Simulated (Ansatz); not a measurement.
Consider the substitution at a C–O bond: `C[O][W](=[NH])(=[NH])[OH]` + `CB(S)Br` → `CSB(C)Br` + `[NH]=[W](=[NH])([OH])[OH]`.

Calculated with Ansatz (gas phase, PBE0-D4/def2-TZVP geometries, no zero-point term in ΔE). CBS: MP2 limit from def2 TZ/QZ plus the TZ coupled-cluster correction, frozen cores. DFT in def2-TZVPP. B3LYP here is the variant with VWN-RPA as its local correlation; programs differ in this. Elements past krypton have def2 core potentials. For Br, W outer-core shells are correlated without core-valence functions, which leaves a few kJ/mol of doubt a bond. Scalar relativity is left out up to krypton. Each species was taken in one conformer, which may not be the lowest.

| level | ΔE (kJ/mol) |
| --- | --- |
| PBE | -46.9 |
| r2SCAN | -47.8 |
| PBE0 | -47.6 |
| B3LYP | -39.7 |
| SCS-MP2/def2-TZVPP | -44.4 |
| CCSD/def2-TZVPP | -42.4 |
| HF/def2-QZVPP | -32.7 |
| MP2/CBS(def2) | -55.7 |

**Question.** What does CCSD(T)/CBS give? (An estimate is asked.)

**Answer.** The calculation gave: -49.7 kJ/mol. The listed levels differ from it by 2.8, 1.9, 2.1, 10.0, 5.3, 7.3, 17.0, -6.0 kJ/mol.

Largest T1 diagnostic among the species: 0.020, so the coupled-cluster value is less sure than usual.

In def2-TZVPP, CCSD(T) changes the Hartree–Fock value by −10.7 kJ/mol (the triples alone add −1.3 kJ/mol) and MP2 by −16.7 kJ/mol.
